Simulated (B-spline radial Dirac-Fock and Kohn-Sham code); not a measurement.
**Ionisation of each subshell: Zn²³⁺**

System: Zn²³⁺ in the configuration [He] 2s2 2p3; nuclear rms radius 3.9283 fm (A = 64).

Model: Dirac-Fock ΔSCF + Breit + QED. Program: a radial B-spline solver. No correlation. Energies are counted from the vacuum level.

All terms are in eV, carry their sign (relaxation lowers the binding energy) and add up to the binding energy; ⟨r⟩ is the mean radius of the orbital in the initial state.

```csv
subshell,−ε (Koopmans),relaxation,Gaunt,retardation,self-energy,vacuum polarisation,binding energy,⟨r⟩ (bohr)
K (1s),11046.3,-12.17,-11.97,0.50,-6.50,0.60,11016.8,0.050
L1 (2s),2331.3,-1.20,-1.11,0.07,-0.76,0.07,2328.4,0.214
"L2,3 (2p)",2220.3,-1.65,-1.51,0.27,0.03,0.00,2217.4,0.186
```

For the deepest level, K (1s), the Breit terms make up -0.104 % of the binding energy, QED -0.054 % and orbital relaxation -0.110 %.

Going to the tabulated ground configuration of the next ion removes an electron from L2,3 (2p), computed at 2217.4 eV. NIST lists 2214 ± 8 eV as the ionisation energy of this species (semi-empirical), -3.44 eV from the computed value, within the stated uncertainty.
